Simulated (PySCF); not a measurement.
## Simulated characterisation data

One conformer, no solvent model, one averaged value for each set of equivalent atoms, no relativistic terms. Structure optimised with GFN2-xTB; shieldings: GIAO PBE0/pcSseg-1; PySCF 2.14.0 with density-fitted response routines.

Referencing at the same level of theory: 1H, 13C vs TMS. Where no couplings were computed, multiplicities follow the n + 1 count of equivalent neighbours, and m marks all less simple cases (inequivalent or close neighbours, rings, F or P nearby). Shifts are as computed. Against solution values, carbons near 30 ppm lie about +3 ppm off and those near 130 ppm about +5 ppm. Of 1211 compounds with measured shifts, 218 miss one by over three times the rms of a fit or turn the order of signals round; such compounds aren't used in these exercises. OH and NH positions are gas-phase values without hydrogen bonding to other molecules.

**1.** SMILES C=N[SiH]1OCCCO1, C₄H₉NO₂Si. 1H NMR (500 MHz, computed): δ 8.71 (m, 1H), 8.67 (m, 1H), 4.85 (s, 1H), 4.49 (m, 2H), 4.36 (m, 2H), 2.56 (m, 1H), 1.34 (m, 1H). 13C{1H} NMR (computed): δ 174.5 (CH2), 67.4 (CH2), 36.2 (CH2).

**2.** `CC(C)C1=NNC[C@H]1C`, C₇H₁₄N₂. 1H NMR (500 MHz, computed): δ 4.56 (br s, 1H), 3.63 (m, 1H), 3.25 (m, 1H), 2.90 (m, 1H), 2.27 (m, 1H), 1.24 (d, 3H), 1.24 (d, 3H), 1.17 (d, 3H). 13C{1H} NMR (computed): δ 161.4, 57.1, 47.4, 31.3, 26.7, 25.2, 20.5.
